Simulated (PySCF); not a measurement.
Constitutional and geometric isomers with formula CH2OS. All species are isolated molecules in the gas phase. One relaxed conformer stands for each flexible species; it need not be the lowest. Strings in code marks are SMILES.

Quantity: electronic energy of isomers of CH2OS relative to `O=CS` (O–C–S–H torsion 0°), in kJ/mol.

Level 1: PBE-D3(BJ)/def2-TZVP // B3LYP-D3(BJ)/def2-TZVP (PySCF)
Level 2: B3LYP/3-21G // B3LYP-D3(BJ)/def2-TZVP (PySCF)
Level 3: BP86/6-31G* // B3LYP-D3(BJ)/def2-TZVP (PySCF)
Level 4: M06-2X/6-31G* // B3LYP-D3(BJ)/def2-TZVP (PySCF)

| species | level 1 | level 2 | level 3 | level 4 |
|---|---|---|---|---|
| `OC=S` (H–O–C–S torsion 180°) | 34.55 | 14.84 | 34.27 | 28.08 |
